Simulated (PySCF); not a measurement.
Species: C4H12OSi2.
SMILES: `CC[C@H]1C[SiH2]O[SiH2]1`

Method used: TDDFT CAM-B3LYP/def2-SVPD, vertical, gas phase, core orbitals frozen in the response (PySCF 2.14.0, density-fitted response routines). Isolated species at its GFN2-xTB geometry (one conformer only).

Predict the UV-vis stick spectrum at this level.

| state | E (eV) | E (hartree) | f | \|μ\| (D) | main configurations (H = HOMO, L = LUMO) |
| --- | --- | --- | --- | --- | --- |
| S1 | 7.16 | 0.2630 | 0.011 | 0.64 | H→L (83%) |
| S2 | 7.38 | 0.2714 | 0.0092 | 0.57 | H-1→L (59%), H-2→L (18%) |
| S3 | 7.53 | 0.2768 | 0.017 | 0.76 | H-2→L (62%), H-1→L (14%) |
| S4 | 7.59 | 0.2791 | 0.0020 | 0.27 | H→L+1 (81%) |
| S5 | 7.87 | 0.2893 | 0.021 | 0.85 | H-1→L+1 (57%), H→L+2 (16%) |
| S6 | 8.08 | 0.2968 | 0.011 | 0.61 | H-2→L+2 (24%), H-2→L+1 (21%), H→L+2 (11%) |
| S7 | 8.16 | 0.2999 | 0.049 | 1.26 | H-2→L+1 (40%), H-1→L+1 (12%) |
| S8 | 8.24 | 0.3029 | 0.014 | 0.67 | H→L+2 (46%), H-1→L+2 (14%) |

Triplets (Tamm–Dancoff): T1 6.85 eV, H→L (72%); T2 7.02 eV, H-1→L (52%), H-2→L (16%); T3 7.16 eV, H-2→L (52%), H-1→L+2 (8%).

The lowest singlet comes at 173 nm (691 kJ/mol) in the vacuum ultraviolet; it is weak; its leading configuration is HOMO→LUMO (83%). The strongest level in the table is S7 at 8.16 eV (152 nm, f = 0.049). Löwdin shares by element: HOMO carbon 37% or more, silicon 18% or more, oxygen 8% (atoms not listed hold the other 36%); LUMO silicon 43%, oxygen 11%, hydrogen 7% or more (atoms not listed hold the other 38%). Orbital energies (eV): HOMO-3 -10.70, HOMO-2 -9.80, HOMO-1 -9.64, HOMO -9.31, LUMO 1.06, LUMO+1 1.21, LUMO+2 1.46. The oscillator strengths of these states sum to 0.135; summed over the whole spectrum of an exact calculation they would give the number of electrons, 72 (Thomas–Reiche–Kuhn). Weighted by f, the mean energy of these states is 7.89 eV. Only the lowest 8 singlets were computed, as vertical energies without vibronic structure.
